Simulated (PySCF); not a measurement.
## InO: frontier orbitals

M06 at R = 2.090 Å; basis In x2c-TZVPPall, O x2c-TZVPPall; spin-free X2C with a Gaussian nucleus; PySCF 2.14. State: ²Π (doublet), unpaired electrons π ↑. Only the outer orbitals are listed, counted within each symmetry.

| spin | orbital | occ. | ε (eV) | on In (%) | main shells (%) |
| --- | --- | --- | --- | --- | --- |
| α | 12σ | 1 | -10.49 | 51 | 49 In s, 48 O p |
| α | 6π | 1 | -9.74 | 4 | 96 O p |
| α | 6π | 1 | -8.41 | 6 | 94 O p |
| α | 13σ | 1 | -7.19 | 62 | 49 In s, 39 O p, 12 In p |
| α | 7π | 0 | -1.90 | 99 | 98 In p |
| α | 7π | 0 | -1.75 | 97 | 96 In p |
| α | 14σ | 0 | 0.11 | 104 | 95 In p |
| β | 12σ | 1 | -9.96 | 65 | 64 In s, 33 O p |
| β | 6π | 1 | -7.27 | 10 | 90 O p |
| β | 13σ | 1 | -6.58 | 50 | 50 O p, 33 In s, 15 In p |
| β | 6π | 0 | -3.39 | 42 | 58 O p, 40 In p |
| β | 7π | 0 | -1.68 | 94 | 93 In p |
| β | 7π | 0 | -1.19 | 65 | 60 In p, 35 O p |

Q: Which are the highest filled and the lowest empty level, where do they sit, and how wide is the gap?

A: Highest filled β 13σ at -6.58 eV (in %: 50 O p, 33 In s, 15 In p); lowest empty β 6π at -3.39 eV (in %: 58 O p, 40 In p); the gap at M06 is 3.19 eV.

| Quantity | Value |
| --- | --- |
| bond order (Mayer) | 0.80 |
| ⟨S²⟩ | 0.761 |
| charge on In (Mulliken, basis-dependent) | 0.47 |
| charge on In (Löwdin, basis-dependent) | 0.33 |
| dipole moment (positive dipole means In(−)O(+)) | -3.12 D |

Shares are Mulliken populations and can fall outside 0 to 100 %.

Spin–orbit coupling is left out. The state was picked by a PBE0 search and need not be the measured ground state.
